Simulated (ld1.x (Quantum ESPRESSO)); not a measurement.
## Pseudopotential generation for Bi (Z = 83): TM, PW91, scalar-relativistic.

The input file (ld1.x (Quantum ESPRESSO) 7.5):

```
&input
   title='Bi', zed=83., rel=1, dft='PW91', iswitch=3,
   config='[Xe] 4f14 5d10 6s2 6p3 6d-2',
   nld=3, rlderiv=2.30, eminld=-3.0, emaxld=5.0, deld=0.02
 /
 &inputp
   pseudotype=2, tm=.true., lloc=-1, rcloc=1.90,
   nlcc=.true., rcore=1.65,
   file_pseudopw='Bi.UPF', file_wfcaegen='ae.wfc', file_wfcncgen='nc.wfc', file_beta='beta', file_chi='chi'
 /
3
6S  1  0   2.00   0.00  1.60  1.60  0.0
6P  2  1   3.00   0.00  2.10  2.10  0.0
6D  3  2  -2.00   0.30  1.85  1.85  0.0
 &test
   configts(1)='6s2 6p3'
 /
```

Command:

```bash
ld1.x < Bi.in > Bi.out
```

The program printed (shortened: banner, matrices, multipoles, cross overlaps and the repeated all-electron block are left out):

```
Program LD1 v.7.5
     --------------------------- All-electron run ----------------------------

     Bi
     scalar relativistic calculation

     atomic number is 83.00
     dft =PW91   lsd =0 sic =0 latt =0  beta=0.20 tr2=1.0E-14
     Exchange-correlation= PW91
                           (   1   4   2   2   0   0   0)
     mesh =1283 r(mesh) = 100.09897 a.u. xmin = -7.00 dx = 0.01250
     1 Ry =  13.60569312 eV, c = 137.03599908

     n l     nl                  e(Ry)          e(Ha)          e(eV)
     1 0     1S 1( 2.00)     -6666.0217     -3333.0108    -90695.8455
     2 0     2S 1( 2.00)     -1197.6936      -598.8468    -16295.4511
     2 1     2P 1( 6.00)     -1024.2966      -512.1483    -13936.2657
     3 0     3S 1( 2.00)      -289.1082      -144.5541     -3933.5172
     3 1     3P 1( 6.00)      -239.5857      -119.7929     -3259.7298
     4 0     4S 1( 2.00)       -66.3561       -33.1780      -902.8203
     4 1     4P 1( 6.00)       -50.1346       -25.0673      -682.1155
     3 2     3D 1(10.00)      -189.9130       -94.9565     -2583.8984
     5 0     5S 1( 2.00)       -11.6036        -5.8018      -157.8750
     5 1     5P 1( 6.00)        -7.0488        -3.5244       -95.9043
     4 2     4D 1(10.00)       -31.6145       -15.8072      -430.1371
     4 3     4F 1(14.00)       -11.2223        -5.6111      -152.6872
     5 2     5D 1(10.00)        -1.9927        -0.9964       -27.1124
     6 0     6S 1( 2.00)        -1.0694        -0.5347       -14.5501
     6 1     6P 1( 3.00)        -0.3397        -0.1698        -4.6216

     final scf error:  8.6E-15 reached in  25 iterations

     Etot =  -43065.424124 Ry,  -21532.712062 Ha, -585934.944847 eV

     Ekin =   48868.688010 Ry,   24434.344005 Ha,  664892.372392 eV
     Encl = -107667.196658 Ry,  -53833.598329 Ha,-1464886.837143 eV
     Eh   =   16526.054644 Ry,    8263.027322 Ha,  224848.428022 eV
     Exc  =    -792.970121 Ry,    -396.485060 Ha,  -10788.908118 eV

     normalization and overlap integrals

     s(1S/1S) =  1.000000  <r> =   0.0158  <r2> =    0.0003  r(max) =   0.0096
     s(2S/2S) =  1.000000  <r> =   0.0665  <r2> =    0.0052  r(max) =   0.0561
     s(2P/2P) =  1.000000  <r> =   0.0605  <r2> =    0.0045  r(max) =   0.0471
     s(3S/3S) =  1.000000  <r> =   0.1716  <r2> =    0.0337  r(max) =   0.1582
     s(3P/3P) =  1.000000  <r> =   0.1737  <r2> =    0.0350  r(max) =   0.1582
     s(4S/4S) =  1.000000  <r> =   0.3770  <r2> =    0.1603  r(max) =   0.3565
     s(4P/4P) =  1.000000  <r> =   0.4026  <r2> =    0.1841  r(max) =   0.3748
     s(3D/3D) =  1.000000  <r> =   0.1575  <r2> =    0.0290  r(max) =   0.1295
     s(5S/5S) =  1.000000  <r> =   0.8306  <r2> =    0.7726  r(max) =   0.7739
     s(5P/5P) =  1.000000  <r> =   0.9479  <r2> =    1.0127  r(max) =   0.8553
     s(4D/4D) =  1.000000  <r> =   0.4225  <r2> =    0.2059  r(max) =   0.3795
     s(4F/4F) =  1.000000  <r> =   0.4410  <r2> =    0.2321  r(max) =   0.3434
     s(5D/5D) =  1.000000  <r> =   1.2349  <r2> =    1.7669  r(max) =   1.0316
     s(6S/6S) =  1.000000  <r> =   2.1710  <r2> =    5.3388  r(max) =   1.8798
     s(6P/6P) =  1.000000  <r> =   3.0556  <r2> =   10.8520  r(max) =   2.4441

     ------------------------ End of All-electron run ------------------------

     --------------------- Generating NC pseudopotential ---------------------

      Generating local potential from pseudized AE potential:
      Matching radius rcloc =   1.9000

      Local pseudo, rcloc= 1.880 Estimated cut-off energy=     7.12 Ry

      Computing core charge for nlcc:

       r > 1.66 : true rho core
       r < 1.66 : rho core = a sin(br)/r    a=   6.53  b=   1.61

      Integrated core pseudo-charge :   9.00

      Wfc   6S  rcut= 1.618  Using Troullier-Martins method

      Wfc   6P  rcut= 2.077  Using Troullier-Martins method

      Wfc   6D  rcut= 1.833  Using Troullier-Martins method

     ------------------- End of pseudopotential generation -------------------

     Computing logarithmic derivative in   2.31042
     Computing logarithmic derivative in   2.31042
     Computing the partial wave expansion
     R is outside the sphere for l=    0 j= 0.00
     R is outside the sphere for l=    1 j= 0.00
     R is outside the sphere for l=    2 j= 0.00

     ---------------------- Testing the pseudopotential ----------------------

     Bi
     scalar relativistic calculation

     atomic number is 83.00   valence charge is  5.00
     dft =PW91   lsd =0 sic =0 latt =0  beta=0.20 tr2=1.0E-14
     mesh =1283 r(mesh) = 100.09897 xmin = -7.00 dx = 0.01250

     n l     nl             e AE (Ry)        e PS (Ry)    De AE-PS (Ry)
     1 0     6S   1( 2.00)       -1.06941       -1.06941        0.00000
     2 1     6P   1( 3.00)       -0.33968       -0.33968       -0.00000

     eps = 7.1E-15  iter =  4

     Etot =  -43065.424124 Ry,  -21532.712062 Ha, -585934.944847 eV
     Etotps =   -21.402541 Ry,     -10.701271 Ha,    -291.196408 eV

     Ekin =       3.115436 Ry,       1.557718 Ha,      42.387661 eV
     Encl =     -22.331035 Ry,     -11.165517 Ha,    -303.829207 eV
     Ehrt =       8.385190 Ry,       4.192595 Ha,     114.086318 eV
     Ecxc =     -13.810049 Ry,      -6.905025 Ha,    -187.895291 eV
     (Ecc =     -10.308828 Ry,      -5.154414 Ha,    -140.258753 eV)
     Epseu=       3.237917 Ry,       1.618959 Ha,      44.054112 eV

     ---------------------- End of pseudopotential test ----------------------
```

Note: ghost states, extra bound levels that the all-electron valence spectrum of the same l lacks: d at -44.0 eV, s at -31.8 eV. A true bound ghost makes a file unfit for plane-wave use.

Generation and configuration tests took about 4.9 s on one core of a shared server CPU.

Transferability test of the new file with ld1.x, input:

```
&input
   title='Bi', zed=83., rel=1, dft='PW91', iswitch=2,
   config='[Xe] 4f14 5d10 6s2 6p3 6d-2'
 /
 &test
   file_pseudo='Bi.UPF', nconf=8,
   configts(1)='6s2 6p3',
   configts(2)='6s2 6p2',
   configts(3)='6s2 6p1',
   configts(4)='6s2 6p0',
   configts(5)='6s2 6p3.3',
   configts(6)='6s1 6p4',
   configts(7)='6s1 6p3',
   configts(8)='6s1 6p0'
 /
```

```bash
ld1.x < Bi.test.in > Bi.test.out
```

Pseudopotential blocks of its output, shortened (energy terms left out):

```
     ---------------------- Testing the pseudopotential ----------------------

     n l     nl             e AE (Ry)        e PS (Ry)    De AE-PS (Ry)
     1 0     6S   1( 2.00)       -1.06941       -1.06941        0.00000
     2 1     6P   1( 3.00)       -0.33968       -0.33968       -0.00000

     eps = 8.8E-15  iter = 24

     Etot =  -43065.424124 Ry,  -21532.712062 Ha, -585934.944847 eV
     Etotps =   -21.402541 Ry,     -10.701271 Ha,    -291.196406 eV

     ---------------------- End of pseudopotential test ----------------------

          ---------------------- Testing the pseudopotential ----------------------

     n l     nl             e AE (Ry)        e PS (Ry)    De AE-PS (Ry)
     1 0     6S   1( 2.00)       -1.63186       -1.63424        0.00239
     2 1     6P   1( 2.00)       -0.84579       -0.84715        0.00136

     eps = 1.7E-15  iter = 97

     Etot =  -43064.838141 Ry,  -21532.419070 Ha, -585926.972133 eV
     Etotps =   -20.815849 Ry,     -10.407925 Ha,    -283.214054 eV
     dEtot_ae =       0.585984 Ry
     dEtot_ps =       0.586692 Ry,   Delta E=      -0.000708 Ry

     ---------------------- End of pseudopotential test ----------------------

          ---------------------- Testing the pseudopotential ----------------------

     n l     nl             e AE (Ry)        e PS (Ry)    De AE-PS (Ry)
     1 0     6S   1( 2.00)       -2.26477       -2.27548        0.01071  !
     2 1     6P   1( 1.00)       -1.41675       -1.42476        0.00801  !

     eps = 1.0E-14  iter = 14

     Etot =  -43063.711957 Ry,  -21531.855978 Ha, -585911.649618 eV
     Etotps =   -19.685109 Ry,      -9.842555 Ha,    -267.829559 eV
     dEtot_ae =       1.712168 Ry
     dEtot_ps =       1.717432 Ry,   Delta E=      -0.005264 Ry

     ---------------------- End of pseudopotential test ----------------------

          ---------------------- Testing the pseudopotential ----------------------

     n l     nl             e AE (Ry)        e PS (Ry)    De AE-PS (Ry)
     1 0     6S   1( 2.00)       -2.94826       -2.97926        0.03100  !
     2 1     6P   1( 0.00)       -2.03728       -2.06396        0.02669  !

     eps = 5.0E-15  iter = 24

     Etot =  -43061.989604 Ry,  -21530.994802 Ha, -585888.215818 eV
     Etotps =   -17.945955 Ry,      -8.972977 Ha,    -244.167152 eV
     dEtot_ae =       3.434520 Ry
     dEtot_ps =       3.456586 Ry,   Delta E=      -0.022066 Ry

     ---------------------- End of pseudopotential test ----------------------

          ---------------------- Testing the pseudopotential ----------------------

     n l     nl             e AE (Ry)        e PS (Ry)    De AE-PS (Ry)
     1 0     6S   1( 2.00)       -0.92002       -0.91992       -0.00010
     2 1     6P   1( 3.30)       -0.20515       -0.20515        0.00000

     eps = 6.2E-15  iter =147

     Etot =  -43065.505571 Ry,  -21532.752785 Ha, -585936.052979 eV
     Etotps =   -21.484019 Ry,     -10.742010 Ha,    -292.304976 eV
     dEtot_ae =      -0.081446 Ry
     dEtot_ps =      -0.081478 Ry,   Delta E=       0.000032 Ry

     ---------------------- End of pseudopotential test ----------------------

          ---------------------- Testing the pseudopotential ----------------------

     n l     nl             e AE (Ry)        e PS (Ry)    De AE-PS (Ry)
     1 0     6S   1( 1.00)       -1.14494       -1.14862        0.00368
     2 1     6P   1( 4.00)       -0.38909       -0.38929        0.00020

     eps = 6.2E-15  iter = 17

     Etot =  -43064.681304 Ry,  -21532.340652 Ha, -585924.838267 eV
     Etotps =   -20.657625 Ry,     -10.328813 Ha,    -281.061307 eV
     dEtot_ae =       0.742820 Ry
     dEtot_ps =       0.744916 Ry,   Delta E=      -0.002096 Ry

     ---------------------- End of pseudopotential test ----------------------

          ---------------------- Testing the pseudopotential ----------------------

     n l     nl             e AE (Ry)        e PS (Ry)    De AE-PS (Ry)
     1 0     6S   1( 1.00)       -1.71151       -1.71712        0.00560  !
     2 1     6P   1( 3.00)       -0.90363       -0.90575        0.00212

     eps = 4.6E-15  iter = 11

     Etot =  -43064.041193 Ry,  -21532.020597 Ha, -585916.129112 eV
     Etotps =   -20.016291 Ry,     -10.008146 Ha,    -272.335517 eV
     dEtot_ae =       1.382931 Ry
     dEtot_ps =       1.386250 Ry,   Delta E=      -0.003319 Ry

     ---------------------- End of pseudopotential test ----------------------

          ---------------------- Testing the pseudopotential ----------------------

     n l     nl             e AE (Ry)        e PS (Ry)    De AE-PS (Ry)
     1 0     6S   1( 1.00)       -3.75161       -3.81297        0.06136  !
     2 1     6P   1( 0.00)       -2.76223       -2.82829        0.06607  !

     eps = 1.7E-15  iter =  7

     Etot =  -43058.643731 Ry,  -21529.321866 Ha, -585842.692902 eV
     Etotps =   -14.552811 Ry,      -7.276406 Ha,    -198.001084 eV
     dEtot_ae =       6.780393 Ry
     dEtot_ps =       6.849730 Ry,   Delta E=      -0.069337 Ry

     ---------------------- End of pseudopotential test ----------------------
```
